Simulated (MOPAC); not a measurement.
MOPAC input (PM7):

```
PM7 FORCE THERMO(298,298) PRECISE LET CHARGE=-1 GEO-OK AUX(PRECISION=9) THREADS=1
H4ClSi2

Si   -1.75873676 1    0.37723433 1    0.19556894 1
Si    0.32112988 1    0.63638365 1   -0.11237787 1
Cl    1.51587309 1   -1.04806027 1    0.04411493 1
H    -2.45474055 1    1.65805531 1    0.04549774 1
H    -2.09272289 1   -0.12530902 1    1.53154238 1
H    -2.37800639 1   -0.54902582 1   -0.75700930 1
H     0.96277541 1    1.88997398 1   -0.42028219 1
```

Output:

```
 *******************************************************************************
 **                                                                           **
 **                              MOPAC v23.2.5                                **
 **                                                                           **
 *******************************************************************************
 ** MOPAC's Digital Object Identifier: https://doi.org/10.5281/zenodo.6511958 **
 **                                                                           **
 ** Please cite the open-source release paper for use of this MOPAC version:  **
 ** J. E. Moussa and J. J. P. Stewart (2026)                                  **
 ** MOPAC: An open-source semiempirical molecular orbital program             **
 ** J. Open Source Softw., 11(119), 8025, https://doi.org/10.21105/joss.08025 **
 *******************************************************************************

                              PM7 CALCULATION RESULTS

 *******************************************************************************
 *  PM7        - The PM7 Hamiltonian to be used
 *  GEO-OK     - OVERRIDE INTERATOMIC DISTANCE AND OTHER SAFETY CHECKS
 *
 *
 *
 *                 CHARGE ON SYSTEM = -1
 *
 *
 *
 *  LET        - OVERRIDE SOME SAFETY CHECKS
 *  PRECISE    - TIGHTER CRITERIA TO BE USED
 *  FORCE      - FORCE CALCULATION SPECIFIED
 *  AUX        - OUTPUT AUXILIARY INFORMATION
 *  THERMO     - THERMODYNAMIC QUANTITIES TO BE CALCULATED
 *******************************************************************************
PM7 FORCE THERMO(298,298) PRECISE LET CHARGE=-1 GEO-OK AUX(PRECISION=9) THREADS=1
 H4ClSi2

   ATOM   CHEMICAL          X               Y               Z
  NUMBER   SYMBOL      (ANGSTROMS)     (ANGSTROMS)     (ANGSTROMS)

     1      Si         -1.75873676  *   0.37723433  *   0.19556894  *
     2      Si          0.32112988  *   0.63638365  *  -0.11237787  *
     3      Cl          1.51587309  *  -1.04806027  *   0.04411493  *
     4       H         -2.45474055  *   1.65805531  *   0.04549774  *
     5       H         -2.09272289  *  -0.12530902  *   1.53154238  *
     6       H         -2.37800639  *  -0.54902582  *  -0.75700930  *
     7       H          0.96277541  *   1.88997398  *  -0.42028219  *

          CARTESIAN COORDINATES

    NO.       ATOM           X           Y           Z

     1        Si         -1.7587      0.3772      0.1956
     2        Si          0.3211      0.6364     -0.1124
     3        Cl          1.5159     -1.0481      0.0441
     4         H         -2.4547      1.6581      0.0455
     5         H         -2.0927     -0.1253      1.5315
     6         H         -2.3780     -0.5490     -0.7570
     7         H          0.9628      1.8900     -0.4203

 General Reference for PM7:
 "Optimization of Parameters for Semiempirical Methods VI: More Modifications to the
 NDDO Approximations and Re-optimization of Parameters", J. J. P. Stewart, J. Mol. Mod., 1:32, 19 (2013)
[...]
 REDUCED MASS        0.4331         Si1 -- Si2          +1.6% ( 10.1%)      0.0%
 EFFECTIVE MASS      1.4651
 FORCE CONSTANT      0.2059

 VIBRATION         11    7A'         ATOM PAIR     ENERGY CONTRIBUTION    RADIAL
 FREQUENCY           907.83         Si1 -- H 6         +45.9% ( 54.5%)      1.0%
 TRANSITION DIPOLE   0.4303         Si1 -- H 5         +45.9% ( 54.5%)      0.9%
 TRAVEL (Ang.)       0.4124         Si1 -- H 4          +6.6% ( 20.7%)     35.8%
 REDUCED MASS        0.4368         Si1 -- Si2          +1.6% ( 10.0%)      0.0%
 EFFECTIVE MASS      1.4648
 FORCE CONSTANT      0.2121

 VIBRATION         12    5A"         ATOM PAIR     ENERGY CONTRIBUTION    RADIAL
 FREQUENCY          2277.77         Si1 -- H 6         +49.8% ( 71.2%)     98.3%
 TRANSITION DIPOLE   0.2309         Si1 -- H 5         +49.8% ( 71.2%)     98.5%
 TRAVEL (Ang.)       0.2411         Si1 -- Si2          +0.2% (  4.5%)      0.0%
 REDUCED MASS        0.5093         Si1 -- H 4          +0.2% (  4.4%)      0.0%
 EFFECTIVE MASS      1.3931
 FORCE CONSTANT      1.5569

 VIBRATION         13    8A'         ATOM PAIR     ENERGY CONTRIBUTION    RADIAL
 FREQUENCY          2281.55         Si1 -- H 4         +55.0% ( 74.8%)     99.3%
 TRANSITION DIPOLE   0.2293         Si1 -- H 5         +22.4% ( 47.7%)     92.8%
 TRAVEL (Ang.)       0.2658         Si1 -- H 6         +22.4% ( 47.7%)     93.1%
 REDUCED MASS        0.4183         Si1 -- Si2          +0.2% (  4.5%)      0.9%
 EFFECTIVE MASS      1.3885
 FORCE CONSTANT      1.2830

 VIBRATION         14    9A'         ATOM PAIR     ENERGY CONTRIBUTION    RADIAL
 FREQUENCY          2294.21         Si1 -- H 4         +45.2% ( 66.4%)     98.7%
 TRANSITION DIPOLE   0.1206         Si1 -- H 5         +27.4% ( 51.6%)     97.2%
 TRAVEL (Ang.)       0.2893         Si1 -- H 6         +27.4% ( 51.6%)     97.1%
 REDUCED MASS        0.3511
 EFFECTIVE MASS      1.1249
 FORCE CONSTANT      1.0887

 VIBRATION         15   10A'         ATOM PAIR     ENERGY CONTRIBUTION    RADIAL
 FREQUENCY          2364.01         Si2 -- H 7         +99.6% (100.0%)    100.0%
 TRANSITION DIPOLE   0.1652         Si2 -- Cl3          +0.2% (  4.0%)     20.8%
 TRAVEL (Ang.)       0.1713         Si1 -- Si2          +0.2% (  4.0%)     32.6%
 REDUCED MASS        0.9717
 EFFECTIVE MASS      1.3211
 FORCE CONSTANT      3.1996

      SYMMETRY NUMBER FOR POINT-GROUP Cs  =  1

          SYSTEM IS A GROUND STATE

 H4ClSi2

          MOLECULE IS NOT LINEAR

          THERE ARE 15 GENUINE VIBRATIONS IN THIS SYSTEM
          THIS THERMODYNAMICS CALCULATION IS LIMITED TO
          MOLECULES WHICH HAVE NO INTERNAL ROTATIONS

                    CALCULATED THERMODYNAMIC PROPERTIES
                                          *
   TEMP. (K)   PARTITION FUNCTION   H.O.F.    ENTHALPY  HEAT CAPACITY ENTROPY
                                   KCAL/MOL   CAL/MOLE    CAL/K/MOL  CAL/K/MOL

 298.00  VIB.     0.1440D+02                  1867.3475    12.7973    11.5661
         ROT.     0.1049D+06                   888.2803     2.9808    25.9553
         INT.     0.1511D+07                  2755.6279    15.7781    37.5213
         TRA.     0.9045D+27                  1480.4672     4.9680    39.5834
         TOT.                      -73.983    4236.0950    20.7461    77.1047

   *: NOTE: HEATS OF FORMATION ARE RELATIVE TO THE
            ELEMENTS IN THEIR STANDARD STATE AT 298K
              (=  Standard Enthalpy of Formation).

            Hvib:  Zero-point energy is not included.
                   frequencies of less than zero cm-1 are not included.
            Hrot = (3/2)RT
            Htra = (3/2)RT + pV = (5/2)RT

            Heat capacity is Cp, not Cv

          For more information, see: HTTP://OpenMOPAC.net/Manual/thermochemistry.html

           FORCE CONSTANT IN CARTESIAN COORDINATES (Millidynes/A)

    ATOM   CHEMICAL       X               Y               Z
   NUMBER   SYMBOL  FORCE CONSTANT  FORCE CONSTANT  FORCE CONSTANT

      1      Si        3.551437        4.381528        4.349894
      2      Si        3.592586        4.135862        0.634945
      3      Cl        0.645469        2.050287        0.040782
      4       H        0.578425        2.682375        0.280075
      5       H        0.687080        0.830543        2.026936
      6       H        0.687001        0.830381        2.027177
      7       H        1.234586        2.217589        0.085690

 **********************
 *                    *
 * JOB ENDED NORMALLY *
 *                    *
 **********************

 == MOPAC DONE ==
```

The dipole moment of an ion depends on the origin.
